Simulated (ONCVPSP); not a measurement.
PW91 ONCV dataset for ytterbium, fully relativistic all-electron reference.

Input for ONCVPSP 4.0.1:

```
# ATOM AND REFERENCE CONFIGURATION
# atsym  z   nc   nv     iexc    psfile
  Yb 70.00   10    4  -109134      upf
#
#   n    l    f
    1    0    2.00
    2    0    2.00
    2    1    6.00
    3    0    2.00
    3    1    6.00
    3    2   10.00
    4    0    2.00
    4    1    6.00
    4    2   10.00
    4    3   13.00
    5    0    2.00
    5    1    6.00
    5    2    1.00
    6    0    1.75
#
# PSEUDOPOTENTIAL AND OPTIMIZATION
# lmax
    2
#
#   l,   rc,      ep,       ncon, nbas, qcut
    0    2.30    0.00    4    7    4.40
    1    2.30    0.00    3    7    5.60
    2    2.25    0.00    4    7    4.70
#
# LOCAL POTENTIAL
# lloc, lpopt,  rc(5),   dvloc0
    4    5    2.10    0.00
#
# VANDERBILT-KLEINMAN-BYLANDER PROJECTORs
# l, nproj, debl
    0    2    2.80
    1    2    2.50
    2    3    3.50
#
# MODEL CORE CHARGE
# icmod, fcfact, rcfact
    0    0.00    0.00
#
# LOG DERIVATIVE ANALYSIS
# epsh1, epsh2, depsh
   -4.00    5.00    0.02
#
# OUTPUT GRID
# rlmax, drl
    6.00    0.01
#
# TEST CONFIGURATIONS
# ncnf
    4
# nvcnf
#   n    l    f
    4
    5    0    2.00
    5    1    6.00
    5    2    1.00
    6    0    2.00
#
    4
    5    0    2.00
    5    1    6.00
    5    2    1.00
    6    0    1.00
#
    4
    5    0    2.00
    5    1    6.00
    5    2    1.00
    6    0    0.00
#
    4
    5    0    2.00
    5    1    6.00
    5    2    0.00
    6    0    0.00
#
```

Command:

```bash
oncvpspr.x < Yb.dat > Yb.out
```

Resulting log (shortened: citation, most of the input echo, consistency checks and plot data are left out):

```
ONCVPSP  (Optimized Norm-Conservinng Vanderbilt PSeudopotential)
relativistic version 4.0.1

#   n    l    f        energy (Ha)
    1    0    2.00    -2.2484142D+03
    2    0    2.00    -3.8097722D+02
    2    1    6.00    -3.2488497D+02    -3.6337533D+02
    3    0    2.00    -8.6144085D+01
    3    1    6.00    -7.0214352D+01    -7.8382870D+01
    3    2   10.00    -5.5229580D+01    -5.7013762D+01
    4    0    2.00    -1.7218889D+01
    4    1    6.00    -1.2223788D+01    -1.4078493D+01
    4    2   10.00    -6.7217052D+00    -7.0601982D+00
    4    3   13.00    -3.8773892D-01    -4.3889175D-01
    5    0    2.00    -2.2342255D+00
    5    1    6.00    -1.1301139D+00    -1.3678396D+00
    5    2    1.00    -1.1737211D-01    -1.2955839D-01
    6    0    1.75    -2.1752950D-01

Reference configufation results
  iterations    47
  all-electron total energy (Ha)   -1.40772349D+04

Begin loop to  construct optimized pseudo wave functions
and semi-local pseudopoentials for all angular momenta

Calculating optimized projector #   1

 for l=   0

    Fraction of norm inside rc  0.987442
    Optimizing pswf for qcut=   4.40 a_B^-1,  ecut=   9.68 Ha
    Residual kinetic energy error=  1.23D-05 Ha

    Energy error per electron        Cutoff
         Ha          eV             Ha
         0.01000     0.27211        3.89
         0.00100     0.02721        5.09
         0.00010     0.00272        6.36
         0.00001     0.00027       11.64

Calculating optimized projector #   2

 for l=   0

    Fraction of norm inside rc  0.128182
    Optimizing pswf for qcut=   4.40 a_B^-1,  ecut=   9.68 Ha
    Residual kinetic energy error=  1.17D-04 Ha

    Energy error per electron        Cutoff
         Ha          eV             Ha
         0.01000     0.27211        3.06
         0.00100     0.02721        4.45
         0.00010     0.00272        9.99
         0.00001     0.00027       28.92

   Wellstate for l =  1  n =  7 kap= -2
     eigenvalue =   1.3699
     asymptotic potential =   1.8699
     half-point radius =  4.0732

Calculating optimized projector #   1

 for l=   1

    Fraction of norm inside rc  0.934153
    Optimizing pswf for qcut=   5.60 a_B^-1,  ecut=  15.66 Ha
    Residual kinetic energy error=  4.36D-08 Ha

    Energy error per electron        Cutoff
         Ha          eV             Ha
         0.01000     0.27211        6.84
         0.00100     0.02721        8.98
         0.00010     0.00272       10.88
         0.00001     0.00027       12.56

Calculating optimized projector #   2

 for l=   1

    Fraction of norm inside rc  0.193183
    Optimizing pswf for qcut=   5.60 a_B^-1,  ecut=  15.66 Ha
    Residual kinetic energy error=  4.99D-06 Ha

    Energy error per electron        Cutoff
         Ha          eV             Ha
         0.01000     0.27211        6.52
         0.00100     0.02721        8.65
         0.00010     0.00272       10.63
         0.00001     0.00027       13.04

   Wellstate for l =  1  n =  7 kap=  1
     eigenvalue =   1.1322

Calculating optimized projector #   1

 for l=   1

    Fraction of norm inside rc  0.960903
    Optimizing pswf for qcut=   5.60 a_B^-1,  ecut=  15.66 Ha
    Residual kinetic energy error=  3.31D-07 Ha

    Energy error per electron        Cutoff
         Ha          eV             Ha
         0.01000     0.27211        7.95
         0.00100     0.02721       10.28
         0.00010     0.00272       12.15
         0.00001     0.00027       13.60

Calculating optimized projector #   2

 for l=   1

    Fraction of norm inside rc  0.219451
    Optimizing pswf for qcut=   5.60 a_B^-1,  ecut=  15.66 Ha
    Residual kinetic energy error=  1.50D-06 Ha

    Energy error per electron        Cutoff
         Ha          eV             Ha
         0.01000     0.27211        7.72
         0.00100     0.02721       10.22
         0.00010     0.00272       11.89
         0.00001     0.00027       13.66

   Wellstate for l =  2  n =  8 kap= -3
     eigenvalue =   3.3826
     asymptotic potential =   3.8826
     half-point radius =  4.2448

   Wellstate for l =  2  n =  9 kap= -3
     eigenvalue =   6.8826
     asymptotic potential =   7.3826
     half-point radius =  3.7403

Calculating optimized projector #   1

 for l=   2

    Fraction of norm inside rc  0.414476
    Optimizing pswf for qcut=   4.69 a_B^-1,  ecut=  11.01 Ha
    Residual kinetic energy error=  2.04D-04 Ha

    Energy error per electron        Cutoff
         Ha          eV             Ha
         0.01000     0.27211        6.87
         0.00100     0.02721        9.37
         0.00010     0.00272       12.52
         0.00001     0.00027       30.93

Calculating optimized projector #   2

 for l=   2

    Fraction of norm inside rc  0.146766
    Optimizing pswf for qcut=   4.69 a_B^-1,  ecut=  11.01 Ha
    Residual kinetic energy error=  4.65D-03 Ha

    Energy error per electron        Cutoff
         Ha          eV             Ha
         0.01000     0.27211        9.91
         0.00100     0.02721       14.12
         0.00010     0.00272       34.22
         0.00001     0.00027       43.13

Calculating optimized projector #   3

 for l=   2

    Fraction of norm inside rc  0.115932
    Optimizing pswf for qcut=   4.69 a_B^-1,  ecut=  11.01 Ha
    Residual kinetic energy error=  8.50D-02 Ha

    Energy error per electron        Cutoff
         Ha          eV             Ha
         0.01000     0.27211       12.48
         0.00100     0.02721       14.52
         0.00010     0.00272       33.90
         0.00001     0.00027       54.15

   Wellstate for l =  2  n =  8 kap=  2
     eigenvalue =   3.3704

   Wellstate for l =  2  n =  9 kap=  2
     eigenvalue =   6.8699

Calculating optimized projector #   1

 for l=   2

    Fraction of norm inside rc  0.451329
    Optimizing pswf for qcut=   4.69 a_B^-1,  ecut=  11.01 Ha
    Residual kinetic energy error=  2.99D-04 Ha

    Energy error per electron        Cutoff
         Ha          eV             Ha
         0.01000     0.27211        7.21
         0.00100     0.02721        9.73
         0.00010     0.00272       16.68
         0.00001     0.00027       32.26

Calculating optimized projector #   2

 for l=   2

    Fraction of norm inside rc  0.150555
    Optimizing pswf for qcut=   4.69 a_B^-1,  ecut=  11.01 Ha
    Residual kinetic energy error=  6.04D-03 Ha

    Energy error per electron        Cutoff
         Ha          eV             Ha
         0.01000     0.27211       10.26
         0.00100     0.02721       15.02
         0.00010     0.00272       36.81
         0.00001     0.00027       44.47

Calculating optimized projector #   3

 for l=   2

    Fraction of norm inside rc  0.118075
    Optimizing pswf for qcut=   4.69 a_B^-1,  ecut=  11.01 Ha
    Residual kinetic energy error=  1.02D-01 Ha

    Energy error per electron        Cutoff
         Ha          eV             Ha
         0.01000     0.27211       12.77
         0.00100     0.02721       14.76
         0.00010     0.00272       35.42
         0.00001     0.00027       55.34

Construct Vanderbilt / Kleinmman-Bylander projectors

B matrix Hermiticity error, ll=  0  kap= -1
   1   2    2.0369D-04

  Orthonormal projector coefficients  1.8315E+00 -1.3399E-01

B matrix Hermiticity error, ll=  1  kap= -2
   1   2   -2.7684D-04

  Orthonormal projector coefficients  1.0691E+00 -2.1085E-01

B matrix Hermiticity error, ll=  1  kap=  1
   1   2   -3.2751D-04

  Orthonormal projector coefficients  7.5344E-01 -5.3748E-01

B matrix Hermiticity error, ll=  2  kap= -3
   1   2    1.5628D-04
   1   3   -2.1738D-04
   2   3    2.6418D-04

  Orthonormal projector coefficients  1.5378E+00 -9.6230E-01 -2.6662E-01

B matrix Hermiticity error, ll=  2  kap=  2
   1   2    1.6520D-04
   1   3   -2.3732D-04
   2   3    2.6845D-04

  Orthonormal projector coefficients  1.6046E+00 -9.9765E-01 -3.2886E-01

 Orthonormal scalar projector coefficients, l =  1
  9.4630E-01 -3.0512E-01  3.5926E-03 -6.1973E-04

 Orthonormal spin-orbit projector coefficients, l =  1
  4.1376E-01  6.1803E-02 -4.5151E-02 -2.2272E-03

 Orthonormal scalar projector coefficients, l =  2
  1.5566E+00 -9.7156E-01 -2.9220E-01  4.6881E-03 -8.7261E-04 -8.8456E-06

 Orthonormal spin-orbit projector coefficients, l =  2
 -1.2470E-01  7.2456E-02  5.5382E-02  1.7239E-02 -7.9935E-03 -6.8713E-05

Pseudoatom total energy  -41.414070

Diagnostic tests using Vanderbilt-Kleinman-Bylander pseudopotentials
  relativistic with J = L +/- 1/2 projectors

   l  kap   rcore       rmatch      e in        delta e    norm test   slope test

   0  -1   2.3130716   2.3833014  -2.2342255   0.0000007   1.0002494   1.0002327
   0  -1   2.3130716   2.3833014  -0.2175295   0.0000005   1.0000107   1.0000082

   1  -2   2.3130716   2.3833014  -1.1301139  -0.0000001   1.0001274   1.0001291
   1   1   2.3130716   2.3833014  -1.3678396  -0.0000009   1.0001200   1.0001140
   1  -2   2.3130716   2.3833014   1.3698861   0.0000495   1.0001016   1.0001016
   1   1   2.3130716   2.3833014   1.3116598   0.0000373   1.0001135   1.0001135

   2  -3   2.2583807   2.3269500  -0.1173721  -0.0000010   1.0000283   1.0000380
   2   2   2.2583807   2.3269500  -0.1295584   0.0000028   1.0000362   1.0000133
   2  -3   2.2583807   2.3269500   3.3826279   0.0000581   1.0002163   1.0002163
   2   2   2.2583807   2.3269500   3.3698539   0.0000585   1.0002074   1.0002074
   2  -3   2.2583807   2.3269500   6.8826279   0.0000584   1.0004006   1.0004006
   2   2   2.2583807   2.3269500   6.8674480   0.0000787   1.0004035   1.0004035

Diagnostic tests using Vanderbilt-Kleinman-Bylander pseudopotentials
  relativistic with scalar and spin-orbit non-local projectors

   l  kap   rcore       rmatch      e in        delta e    norm test   slope test

   0  -1   2.3130716   2.3833014  -2.2342255   0.0000007   1.0002494   1.0002327
   0  -1   2.3130716   2.3833014  -0.2175295   0.0000005   1.0000107   1.0000082

   1  -2   2.3130716   2.3833014  -1.1301139   0.0000380   1.0002089   1.0002361
   1   1   2.3130716   2.3833014  -1.3678396   0.0000243   1.0002046   1.0002115
   1  -2   2.3130716   2.3833014   1.3698861   0.0002959   1.0000943   1.0000943
   1   1   2.3130716   2.3833014   1.3116598   0.0002880   1.0001226   1.0001226

   2  -3   2.2583807   2.3269500  -0.1173721   0.0000866   1.0001796   1.0018688
   2   2   2.2583807   2.3269500  -0.1295584   0.0000785   1.0001333   1.0011943
   2  -3   2.2583807   2.3269500   3.3826279   0.0002101   1.0001506   1.0001506
   2   2   2.2583807   2.3269500   3.3698539   0.0001963   1.0001458   1.0001458
   2  -3   2.2583807   2.3269500   6.8826279   0.0004204   1.0004441   1.0004441
   2   2   2.2583807   2.3269500   6.8674480   0.0004231   1.0004463   1.0004463

Ghost test for J = L + 1/2

 Testing for bound ghosts
   n   l    E NL Schr. Eq   E Basis Diag.   E Cutoff

   1   0       -2.234225       -2.234225     35.82
   2   0       -0.217529       -0.206003     35.82

   2   1       -1.130114       -1.130113     41.99

   3   2       -0.117373       -0.110226     67.40

 Testing for highly-localized positive-energy ghosts
       l    <radius>/rc     E Basis Diag.   E Cutoff

Ghost test for J = L - 1/2

 Testing for bound ghosts
   n   l    E NL Schr. Eq   E Basis Diag.   E Cutoff

   1   0       -2.234225       -2.234225     35.82
   2   0       -0.217529       -0.206003     35.82

   2   1       -1.367841       -1.367838     41.99

   3   2       -0.129556       -0.123769     67.40

 Testing for highly-localized positive-energy ghosts
       l    <radius>/rc     E Basis Diag.   E Cutoff

Test configuration 0

   n   l kap    f        eae           eps        diff
   1   0  -1  2.0000-2248.41424969
   2   0  -1  2.0000 -380.97722056
   2   1  -2  4.0000 -324.88497494
   2   1   1  2.0000 -363.37533240
   3   0  -1  2.0000  -86.14408454
   3   1  -2  4.0000  -70.21435165
   3   1   1  2.0000  -78.38287048
   3   2  -3  6.0000  -55.22958002
   3   2   2  4.0000  -57.01376233
   4   0  -1  2.0000  -17.21888913
   4   1  -2  4.0000  -12.22378801
   4   1   1  2.0000  -14.07849343
   4   2  -3  6.0000   -6.72170517
   4   2   2  4.0000   -7.06019819
   4   3  -4  7.4286   -0.38773892
   4   3   3  5.5714   -0.43889175
   5   0  -1  2.0000   -2.23422546   -2.23422474    7.24E-07
   5   1  -2  4.0000   -1.13011386   -1.13011395   -9.08E-08
   5   1   1  2.0000   -1.36783961   -1.36784052   -9.07E-07
   5   2  -3  0.6000   -0.11737211   -0.11737311   -1.01E-06
   5   2   2  0.4000   -0.12955839   -0.12955564    2.75E-06
   6   0  -1  1.7500   -0.21752950   -0.21752900    4.99E-07

    Total energies and differences
      AE_ref= -1.40772349E+04  AE_tst= -1.40772349E+04  dif=  0.00E+00
      PS_ref= -4.14140700E+01  PS_tst= -4.14140700E+01  dif=  3.55E-14
      PSP excitation error= -3.55E-14

Test configuration 1

   n   l kap    f        eae           eps        diff
   1   0  -1  2.0000-2248.35766228
   2   0  -1  2.0000 -380.92095287
   2   1  -2  4.0000 -324.82869780
   2   1   1  2.0000 -363.31903389
   3   0  -1  2.0000  -86.08786449
   3   1  -2  4.0000  -70.15813128
   3   1   1  2.0000  -78.32664650
   3   2  -3  6.0000  -55.17336902
   3   2   2  4.0000  -56.95755073
   4   0  -1  2.0000  -17.16265898
   4   1  -2  4.0000  -12.16755847
   4   1   1  2.0000  -14.02226434
   4   2  -3  6.0000   -6.66548960
   4   2   2  4.0000   -7.00398126
   4   3  -4  7.4286   -0.33154002
   4   3   3  5.5714   -0.38269053
   5   0  -1  2.0000   -2.17798816   -2.17751493    4.73E-04
   5   1  -2  4.0000   -1.07376842   -1.07351995    2.48E-04
   5   1   1  2.0000   -1.31152419   -1.31122688    2.97E-04
   5   2  -3  0.6000   -0.06583136   -0.06581471    1.67E-05
   5   2   2  0.4000   -0.07733587   -0.07730575    3.01E-05
   6   0  -1  2.0000   -0.16968438   -0.16970645   -2.21E-05

    Total energies and differences
      AE_ref= -1.40772349E+04  AE_tst= -1.40772833E+04  dif= -4.84E-02
      PS_ref= -4.14140700E+01  PS_tst= -4.14624279E+01  dif= -4.84E-02
      PSP excitation error= -4.85E-06

Test configuration 2

   n   l kap    f        eae           eps        diff
   1   0  -1  2.0000-2248.60488022
   2   0  -1  2.0000 -381.16666093
   2   1  -2  4.0000 -325.07445724
   2   1   1  2.0000 -363.56490101
   3   0  -1  2.0000  -86.33312696
   3   1  -2  4.0000  -70.40339500
   3   1   1  2.0000  -78.57193808
   3   2  -3  6.0000  -55.41862008
   3   2   2  4.0000  -57.20280993
   4   0  -1  2.0000  -17.40803322
   4   1  -2  4.0000  -12.41296862
   4   1   1  2.0000  -14.26764378
   4   2  -3  6.0000   -6.91087367
   4   2   2  4.0000   -7.24936157
   4   3  -4  7.4286   -0.57682788
   4   3   3  5.5714   -0.62799757
   5   0  -1  2.0000   -2.42361733   -2.42590149   -2.28E-03
   5   1  -2  4.0000   -1.31927453   -1.32055148   -1.28E-03
   5   1   1  2.0000   -1.55718991   -1.55871348   -1.52E-03
   5   2  -3  0.6000   -0.28901151   -0.28910964   -9.81E-05
   5   2   2  0.4000   -0.30315754   -0.30330440   -1.47E-04
   6   0  -1  1.0000   -0.37172294   -0.37148774    2.35E-04

    Total energies and differences
      AE_ref= -1.40772349E+04  AE_tst= -1.40770147E+04  dif=  2.20E-01
      PS_ref= -4.14140700E+01  PS_tst= -4.11940107E+01  dif=  2.20E-01
      PSP excitation error=  8.30E-05

Test configuration 3

   n   l kap    f        eae           eps        diff
   1   0  -1  2.0000-2248.89878177
   2   0  -1  2.0000 -381.45833336
   2   1  -2  4.0000 -325.36621965
   2   1   1  2.0000 -363.85683728
   3   0  -1  2.0000  -86.62362555
   3   1  -2  4.0000  -70.69389465
   3   1   1  2.0000  -78.86250396
   3   2  -3  6.0000  -55.70917542
   3   2   2  4.0000  -57.49338968
   4   0  -1  2.0000  -17.69886441
   4   1  -2  4.0000  -12.70394600
   4   1   1  2.0000  -14.55850677
   4   2  -3  6.0000   -7.20190823
   4   2   2  4.0000   -7.54036595
   4   3  -4  7.4286   -0.86763961
   4   3   3  5.5714   -0.91885767
   5   0  -1  2.0000   -2.71521128   -2.72257381   -7.36E-03
   5   1  -2  4.0000   -1.60878443   -1.61287287   -4.09E-03
   5   1   1  2.0000   -1.84781456   -1.85275587   -4.94E-03
   5   2  -3  0.6000   -0.54998442   -0.54994160    4.28E-05
   5   2   2  0.4000   -0.56664442   -0.56679644   -1.52E-04
   6   0  -1  0.0000   -0.59910080   -0.59910080    0.00E+00

    Total energies and differences
      AE_ref= -1.40772349E+04  AE_tst= -1.40765323E+04  dif=  7.03E-01
      PS_ref= -4.14140700E+01  PS_tst= -4.07124832E+01  dif=  7.02E-01
      PSP excitation error=  1.00E-03

Test configuration 4

   n   l kap    f        eae           eps        diff
   1   0  -1  2.0000-2249.33416184
   2   0  -1  2.0000 -381.89525303
   2   1  -2  4.0000 -325.80326106
   2   1   1  2.0000 -364.29392688
   3   0  -1  2.0000  -87.05591910
   3   1  -2  4.0000  -71.12617914
   3   1   1  2.0000  -79.29501507
   3   2  -3  6.0000  -56.14219787
   3   2   2  4.0000  -57.92652738
   4   0  -1  2.0000  -18.13209881
   4   1  -2  4.0000  -13.13791780
   4   1   1  2.0000  -14.99194313
   4   2  -3  6.0000   -7.63667547
   4   2   2  4.0000   -7.97494190
   4   3  -4  7.4286   -1.30164743
   4   3   3  5.5714   -1.35303049
   5   0  -1  2.0000   -3.15006040   -3.16838429   -1.83E-02
   5   1  -2  4.0000   -2.03053205   -2.04265348   -1.21E-02
   5   1   1  2.0000   -2.27554332   -2.28947919   -1.39E-02
   5   2  -3  0.0000   -0.91649028   -0.91649028    0.00E+00
   5   2   2  0.0000   -0.93720689   -0.93720689    0.00E+00
   6   0  -1  0.0000   -0.89870139   -0.89870139    0.00E+00

    Total energies and differences
      AE_ref= -1.40772349E+04  AE_tst= -1.40757955E+04  dif=  1.44E+00
      PS_ref= -4.14140700E+01  PS_tst= -3.99740527E+01  dif=  1.44E+00
      PSP excitation error= -6.09E-04
```

The run took about 7.9 s on one core of a shared server CPU.
